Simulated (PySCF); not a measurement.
## Shapes and spin states of CoO₂Cl

Method: PBE0/[Co def2-TZVP, O def2-TZVP, Cl def2-TZVP], no relativity, density fitting, PySCF.

Relaxations began from a few typed shapes and spin states; open shells are unrestricted. The search is not exhaustive: other isomers or separated fragments can lie lower, and high-lying points may rest on an excited occupation.

Q: Which is the lowest minimum found?
A. quintet C2v: Co–Cl 2.108 Å, Co–O 1.683 Å (×2); Cl–Co–O 98.3° (×2), O–Co–O 163.3°
B. singlet (closed shell, unstable to spin polarisation) C2v: Co–Cl 2.071 Å, Co–O 1.526 Å (×2); Cl–Co–O 113.0° (×2), O–Co–O 134.0°
C. quintet C2v: Co–Cl 2.079 Å, Co–O 1.639 Å (×2); Cl–Co–O 135.7° (×2), O–Co–O 88.5°
D. triplet C2v: Co–Cl 2.047 Å, Co–O 1.554 Å (×2); Cl–Co–O 120.2° (×2), O–Co–O 119.6°
E. quintet C2v: Co–Cl 2.107 Å, Co–O 1.628 Å (×2); Cl–Co–O 128.0° (×2), O–Co–O 104.0°
F. broken-symmetry Ms = 0 (⟨S²⟩ 0.94) C2v: Co–Cl 2.052 Å, Co–O 1.549 Å (×2); Cl–Co–O 118.3° (×2), O–Co–O 123.4°

A: D. The others lie at 6.9 (quintet C2v), 13.5 (broken-symmetry Ms = 0 C2v), 24.5 (quintet C2v), 53.1 (singlet C2v), 88.5 (quintet C2v, a saddle point) kJ/mol above it.

Formally Co is in oxidation state +5, d4, with 2 unpaired electrons (the high-spin count would be 4). The Mulliken spin on Co is 1.26. The polar-tensor charge on Co, 1.11, is far below the formal one.

For the lowest minimum: with open d or f shells other occupations or spin states may lie lower.

The electron or spin density has lower symmetry than the nuclear frame for the broken-symmetry Ms = 0 (⟨S²⟩ 0.94) C2v at 13.5 kJ/mol.
